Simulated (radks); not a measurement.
The numbers below are computed, except where a source is named.
Problem. All-electron atom: Lu V in [Xe] 4f13. Level of theory: Dirac Kohn-Sham, BLYP, spin-unpolarised, spherical densities, finite nucleus; open shells are shared between the two j in proportion to 2j + 1; Fermi nuclear charge, rms radius 5.37 fm (a radial shooting solver on a logarithmic mesh with Libxc functionals). Some entries of the table are withheld. Estimate them.

orbital,occ.,eigenvalue (eV),r(max) (bohr),<r> (bohr)
1s1/2,2,-63198.72,0.01213,0.01932
2s1/2,2,-10792.61,0.06950,(1)
2p1/2,2,-10305.49,0.05192,0.06740
2p3/2,4,-9187.711,0.05844,0.07501
3s1/2,2,-2484.047,0.1960,0.2122
3p1/2,2,-2268.120,0.1839,0.2020
3p3/2,4,-2029.748,0.1974,0.2162
3d3/2,4,-1662.411,0.1552,0.1898
3d5/2,6,-1610.368,0.1589,0.1942
4s1/2,2,-533.5617,0.4464,0.4774
4p1/2,2,-445.5474,(2),0.4843
4p3/2,4,-391.0946,(3),0.5168
4d3/2,4,(4),0.4752,(5)
4d5/2,6,(6),0.4844,(7)
5s1/2,2,-105.3000,1.032,1.144
5p1/2,2,-79.9564,1.113,(8)
5p3/2,4,-72.2423,1.194,(9)
4f5/2,5.57143,-58.1645,0.4625,0.6775
4f7/2,7.42857,-56.5526,0.4676,0.6886

Solution. 
(1) 2s1/2 <r> (bohr): 0.08125
(2) 4p1/2 r(max) (bohr): 0.4472
(3) 4p3/2 r(max) (bohr): 0.4758
(4) 4d3/2 eigenvalue (eV): -246.1569
(5) 4d3/2 <r> (bohr): 0.5392
(6) 4d5/2 eigenvalue (eV): -236.1836
(7) 4d5/2 <r> (bohr): 0.5505
(8) 5p1/2 <r> (bohr): 1.261
(9) 5p3/2 <r> (bohr): 1.354
